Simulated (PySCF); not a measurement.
**Computed properties of CH₄ClFO₂Si, SMILES CO[Si](F)(Cl)O**

Si(F)(Cl)(OH)(OMe) (CH₄ClFO₂Si), SMILES CO[Si](O)(F)Cl. The structure is a stationary point at PBE0-D3(BJ)/def2-SVP. The values are those of a single conformer. All values are computed for the isolated molecule unless a solvent is named; none is compared with measurement here.

**Structure.** All 24 harmonic modes at PBE0-D3(BJ)/def2-SVP (PySCF) are real, so it is a minimum. With heavy atoms numbered as in [CH3:1][O:2][Si:3]([OH:4])([F:5])[Cl:6], the shortest bond between them is C1–O2 at 1.406 Å and the longest Si3–Cl6 at 2.050 Å.

**Vibrations.** The strongest infrared lines (harmonic, unscaled, degenerate partners summed) lie at 1241 cm⁻¹ (281 km/mol, O 49 %, C 27 %, H 20 %), 813 cm⁻¹ (280 km/mol, O 34 %, Si 29 %, H 21 %, F 11 %), 1001 cm⁻¹ (163 km/mol, Si 48 %, O 30 %, F 18 %). The softest mode is at 44 cm⁻¹ and the zero-point energy is 39.1 kcal/mol.

**Electronic structure.** HF/def2-TZVP (PySCF) places the frontier levels at -12.85 and 3.36 eV, a gap of 16.21 eV, and gives a dipole moment of 2.19 D and a mean polarisability of 46.5 bohr³. PBE/def2-TZVP (PySCF) at the same geometry gives -7.33 and -0.55 eV, so its gap is 9.43 eV narrower. An orbital gap is neither the optical nor the fundamental gap.

**Excitations.** TDA-ωB97X/def2-SVPD (PySCF) has S1 at 8.51 eV (146 nm, f = 0.015, weak); the most intense of the 10 singlets computed lies at 9.40 eV (f = 0.08). T1 (TDA) is at 8.19 eV, 0.32 eV under S1. TDA-PBE/def2-SVPD (PySCF) puts S1 at 6.49 eV. No vertical singlet excitation falls in the visible range (under 3.1 eV).

**NMR.** GIAO shifts at PBE0/pcSseg-1 (PySCF) (non-relativistic, atoms alike by connectivity averaged): ¹³C at 54.6 ppm against TMS; ¹H from 2.6 to 4.0 ppm against TMS; ²⁹Si at -60.3 ppm against TMS; ¹⁹F at -138.1 ppm against CFCl3. Without spin–orbit terms, shifts of atoms bonded to Cl or Br come out too high.

**Solvation.** SMD-M06-2X/6-31G* (PySCF) gives -5.7 kcal/mol in water, -6.3 kcal/mol in dichloromethane, -4.0 kcal/mol in benzene (1 M in both phases, gas-phase geometry); of these solvents dichloromethane holds the molecule best.
